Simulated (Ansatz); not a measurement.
Stepwise reaction of `[O]=[W]([OH])([OH])([Cl])[Cl]` with hydrogen fluoride, as a gas-phase model of exchange steps in deposition or etching. ΔE in kJ/mol.

Calculated with Ansatz (gas phase, PBE0-D4/def2-TZVP geometries, no zero-point term in ΔE). CBS: MP2 limit from def2 TZ/QZ plus the TZ coupled-cluster correction, frozen cores. This one scheme is used for every species. Functionals use def2-TZVPP. B3LYP here is the variant with VWN-RPA as its local correlation; programs differ in this. Elements past krypton have def2 core potentials. For W outer-core shells are correlated without core-valence functions, which leaves a few kJ/mol of doubt a bond. Each species was taken in one conformer, which may not be the lowest.

```json
{"step": "2", "reaction": "`[O]=[W]([OH])([OH])([F])[Cl]` + H–F → `[O]=[W]([OH])([OH])([F])[F]` + HCl", "PBE-D4": "-16.2", "B3LYP-D4": "-18.9", "ωB97M-V": "-21.0", "CCSD(T)/CBS": "-7.3"}
```

Problem. Give the row of step 1, `[O]=[W]([OH])([OH])([Cl])[Cl]` + H–F → `[O]=[W]([OH])([OH])([F])[Cl]` + HCl. (Best estimate.)

Solution. Ansatz gave: 
```tsv
step	reaction	PBE-D4	B3LYP-D4	ωB97M-V	CCSD(T)/CBS
1	`[O]=[W]([OH])([OH])([Cl])[Cl]` + H–F → `[O]=[W]([OH])([OH])([F])[Cl]` + HCl	-5.3	-10.5	-14.1	-0.1
```

Problem. By hand: ΔE of the 2 steps together at CCSD(T)/CBS.

Solution. (-0.1) + (-7.3) = -7.4 kJ/mol, or -3.7 kJ/mol a step.

In ΔE each step is lower than the one before. PBE-D4 differs from CCSD(T)/CBS by -8.9 to -5.2 kJ/mol a step. Only this route is followed, and other bonds may react first. Isolated molecules leave out the surface, adducts and barriers. Largest T1 diagnostic: 0.021.
